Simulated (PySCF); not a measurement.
A side-by-side comparison of computed properties.

First species: C3H5F.
SMILES with atom numbers: `[CH3:1]/[CH:2]=[CH:3]/[F:4]` (hydrogens: H5, H6, H7 on C1; H8 on C2; H9 on C3)

Second species: C₅H₆FNO.
SMILES: `C#C[C@@H](CF)C(N)=O`

Levels: CAM-B3LYP/def2-SVPD for dipole moment, HOMO energy, LUMO energy, HOMO–LUMO gap, static isotropic polarisability and electronic spatial extent ⟨r²⟩ about the centre of nuclear charge; TDDFT CAM-B3LYP/def2-SVPD for lowest singlet excitation; TDA CAM-B3LYP/def2-SVPD for lowest triplet excitation (Tamm–Dancoff); GFN2-xTB for rotational constant A and rotational constant C. Geometries: GFN2-xTB. All species are isolated and taken at one optimised geometry, non-relativistic unless stated; the electronic structure was computed with PySCF and density fitting.

Dipoles, sizes and rotational constants follow the conformer. The torsions of the flexible species, by atom-mapped SMILES:
- `[CH:1]#[C:2][C@@H:3]([CH2:4][F:5])[C:6]([NH2:7])=[O:8]`: C2–C3–C4–F5 -78°, C2–C3–C6–N7 39°, H–N7–C6–C3 -8°, H–N7–C6–C3 -179°

| property | column X | column Y |
| --- | --- | --- |
| dipole moment | 3.86 D | 1.90 D |
| HOMO energy | -9.13 eV | -8.69 eV |
| LUMO energy | 0.98 eV | 1.52 eV |
| HOMO–LUMO gap | 10.11 eV | 10.21 eV |
| lowest singlet excitation | 5.76 eV | 7.17 eV |
| lowest triplet excitation (Tamm–Dancoff) | 5.28 eV | 4.43 eV |
| static isotropic polarisability | 68.5 au | 38.9 au |
| electronic spatial extent ⟨r²⟩ about the centre of nuclear charge | 1010 bohr² | 341 bohr² |
| rotational constant A | 2.504 GHz | 43.847 GHz |
| rotational constant C | 1.098 GHz | 3.664 GHz |

Problem. Which column belongs to which species?

Solution. Column X is the second species and column Y the first. The first has 9 atoms and 32 electrons, the second 14 and 60.

Problem. How does each property change from the first species to the second?

Solution. dipole moment +1.96 D; HOMO energy -0.44 eV; LUMO energy -0.54 eV; HOMO–LUMO gap -0.10 eV; lowest singlet excitation -1.41 eV; lowest triplet excitation (Tamm–Dancoff) +0.85 eV; static isotropic polarisability +29.6 au; electronic spatial extent ⟨r²⟩ about the centre of nuclear charge +669 bohr²; rotational constant A -41.343 GHz; rotational constant C -2.566 GHz.

On the first: S1 lies 3.04 eV below the HOMO–LUMO gap; its leading configuration is HOMO→LUMO, weight 0.89. The principal polarisabilities are 30.0, 36.1 and 50.6 au; their mean is the isotropic value.

On the second: The vertical singlet–triplet gap S1 − T1 is 0.48 eV (TDDFT singlet less Tamm–Dancoff triplet; S1: HOMO→LUMO+1, weight 0.35, beside HOMO→LUMO, weight 0.34; T1: HOMO→LUMO+1, weight 0.40, beside HOMO→LUMO, weight 0.31). S1 lies 4.35 eV below the HOMO–LUMO gap; its leading configuration is HOMO→LUMO+1, weight 0.35, beside HOMO→LUMO, weight 0.34.
